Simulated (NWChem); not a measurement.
# CH₆BOP; SMILES COBP

```xyz
10

B     -0.9915     0.0150     0.0041
H     -2.1964    -0.1614    -0.0322
O     -0.5846     1.3078    -0.0244
C      0.7821     1.6981    -0.0223
H      1.3835     1.0904    -0.7335
H      0.8391     2.7621    -0.3237
H      1.2210     1.5928     0.9928
P      0.2081    -1.5028    -0.0857
H     -0.5713    -2.3614     0.7580
H      1.1439    -1.1073     0.9324
```
Atoms are numbered in this order, from 1.

Results from NWChem. Pople sets run with spherical d functions. Structure relaxed at the PBE-D3(BJ)/def2-SVP level.

### Question
Order these by “dipole (D)”, lowest first: PBE/6-31G*; PBE/6-311G**; PBE/6-311++G**; PBE/3-21G.

### Answer
PBE/6-311++G** (1.74), PBE/6-311G** (1.81), PBE/6-31G* (1.87), PBE/3-21G (2.28)
